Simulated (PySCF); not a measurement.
I (SMILES [I]), doublet (all electrons, no relativity); WB97X-V/6-311G** in PySCF.

Input for PySCF:
```python
from pyscf import gto, scf, dft

mol = gto.M(
    atom='''
I     0.00000000    0.00000000    0.00000000
''',
    basis='6-311g**',
    spin=1,
    verbose=4,
)

mf = dft.UKS(mol)
mf.xc = 'wb97x_v'
mf.kernel()
```

**Question.** What does PySCF print? Leave out banner, timings and long lists.

**Answer.** 
```
PySCF version 2.14.0

[INPUT] verbose = 4
[INPUT] num. atoms = 1
[INPUT] num. electrons = 53
[INPUT] charge = 0
[INPUT] spin (= nelec alpha-beta = 2S) = 1
[INPUT] symmetry False subgroup None
[INPUT] Mole.unit = angstrom
[INPUT] Symbol           X                Y                Z      unit          X                Y                Z       unit  Magmom
[INPUT]  1 I      0.000000000000   0.000000000000   0.000000000000 AA    0.000000000000   0.000000000000   0.000000000000 Bohr   0.0

nuclear repulsion = 0
number of shells = 24
number of NR pGTOs = 86
number of NR cGTOs = 62
basis = 6-311g**
ecp = {}

******** <class 'pyscf.dft.uks.UKS'> ********
method = UKS
initial guess = minao
damping factor = 0
level_shift factor = 0
DIIS = <class 'pyscf.scf.diis.CDIIS'>
diis_start_cycle = 1
diis_space = 8
diis_damp = 0
SCF conv_tol = 1e-09
SCF conv_tol_grad = None
SCF max_cycles = 50
direct_scf = True
direct_scf_tol = 1e-13
number electrons alpha = 27  beta = 26
XC library pyscf.dft.libxc version 7.1.2
    S. Lehtola, C. Steigemann, M. J. T. Oliveira, and M. A. L. Marques,  SoftwareX 7, 1–5 (2018)
XC functionals = wb97x_v
    N. Mardirossian and M. Head-Gordon,  Phys. Chem. Chem. Phys. 16, 9904–9924 (2014)
radial grids:
    Treutler-Ahlrichs [JCP 102, 346 (1995); DOI:10.1063/1.469408] (M4) radial grids

becke partition: Becke, JCP 88, 2547 (1988); DOI:10.1063/1.454033
pruning grids: <function nwchem_prune>
grids dens level: 3
symmetrized grids: False
atomic radii adjust function: <function treutler_atomic_radii_adjust>
** Following is NLC and NLC Grids **
NLC functional = wb97x_v
radial grids:
    Treutler-Ahlrichs [JCP 102, 346 (1995); DOI:10.1063/1.469408] (M4) radial grids

becke partition: Becke, JCP 88, 2547 (1988); DOI:10.1063/1.454033
pruning grids: <function nwchem_prune>
grids dens level: 3
symmetrized grids: False
atomic radii adjust function: <function treutler_atomic_radii_adjust>
small_rho_cutoff = 0
Set gradient conv threshold to 3.16228e-05
tot grids = 21960
tot grids = 21960
init E= -6881.43315647566

cycle= 1 E= -6918.87314684016  delta_E= -37.4  |g|= 4.49  |ddm|= 1.93
cycle= 2 E= -6918.99508406808  delta_E= -0.122  |g|= 1.46  |ddm|= 0.631
cycle= 3 E= -6919.06139102242  delta_E= -0.0663  |g|= 0.38  |ddm|= 0.481
cycle= 4 E= -6919.07026791002  delta_E= -0.00888  |g|= 0.0327  |ddm|= 0.15
cycle= 5 E= -6919.07038254957  delta_E= -0.000115  |g|= 0.000953  |ddm|= 0.0206
cycle= 6 E= -6919.07038344618  delta_E= -8.97e-07  |g|= 0.000216  |ddm|= 0.00258
cycle= 7 E= -6919.07038351107  delta_E= -6.49e-08  |g|= 2.8e-05  |ddm|= 0.00093
cycle= 8 E= -6919.070383512  delta_E= -9.28e-10  |g|= 4.94e-06  |ddm|= 0.000119
Extra cycle  E= -6919.07038351202  delta_E= -2.27e-11  |g|= 3e-06  |ddm|= 1.43e-05
converged SCF energy = -6919.07038351202  <S^2> = 0.75196506  2S+1 = 2.0019641
```
